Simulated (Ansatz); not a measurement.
Basis-set extrapolation for `c1ccc(Sc2ccccc2)cc1` (PBE0-D4/def2-TZVP geometry, frozen core, the Gaussian-basis code of Ansatz). Multiplicity 1, RHF reference.

```json
{"": "HF", "def2-TZVPP": "-857.943651", "def2-QZVPP": "-857.973456"}
{"": "MP2 correlation", "def2-TZVPP": "-2.059410", "def2-QZVPP": "-2.193684"}
{"": "CCSD(T) correlation", "def2-TZVPP": "-2.218228", "def2-QZVPP": "not run"}
```

Energies in hartree. Use E(X) = E(∞) + A·exp(−7.88·√X) for Hartree–Fock and E(X) = E(∞) + B·X^(−2.97) for correlation, with X = 3 and 4, and add CCSD(T) minus MP2 of the smaller set to the MP2 limit.

Task: What is the CCSD(T) energy at the basis-set limit?

Result: HF limit: -857.973456 + (-0.029805) × 0.13774 = -857.97756. MP2 limit: -2.193684 + (-0.134274) × 0.74074 = -2.29315. Higher-order term: -2.218228 − (-2.059410) = -0.15882. Total: -860.42953 hartree, 168.0 kcal/mol below CCSD(T)/def2-TZVPP.
